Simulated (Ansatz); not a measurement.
`NC1=C(O)[SiH2]N1`, relaxed with RKS PBE-D4/def2-SVP in the Gaussian-basis code of Ansatz from a rough embedded geometry. The force threshold is 0.03 eV/Å; the program also tests the step.

The species carries charge 0 and has multiplicity 1.

Start:

```xyz
12

N    -1.322    1.115    0.606
C    -0.390    0.297    0.271
C    -0.139   -0.453   -0.812
O    -0.656   -0.718   -2.010
Si    1.532   -0.838   -0.119
N     0.654   -0.002    1.031
H    -2.228    1.085    0.171
H    -1.400    1.278    1.625
H    -1.593   -0.266   -1.981
H     2.654   -0.029   -0.581
H     1.740   -2.231    0.352
H     1.148    0.763    1.447
```

**Question.** How much energy does the relaxation release, and in how many steps? (An estimate is asked.)

**Answer.** Ansatz gave: 165.81 kJ/mol, in 25 steps, 4 of them rejected.

**Question.** Which bonds change most? (Best estimate.)

**Answer.** Ansatz gave: Si5–N6 from 1.670 to 1.826 Å; C2–N6 from 1.326 to 1.432 Å; N1–C2 from 1.285 to 1.376 Å; O4–H9 from 1.041 to 0.975 Å.

**Question.** Give the relaxed structure. (An estimate is asked.)

**Answer.** Computed: 
```xyz
12

N    -1.328    1.308    0.704
C    -0.360    0.403    0.331
C    -0.172   -0.281   -0.856
O    -1.050   -0.310   -1.918
Si    1.450   -0.860   -0.163
N     0.707    0.065    1.224
H    -2.124    1.347    0.062
H    -1.602    1.259    1.690
H    -1.192   -1.242   -2.166
H     2.767   -0.255   -0.586
H     1.691   -2.325    0.100
H     1.214    0.892    1.577
```
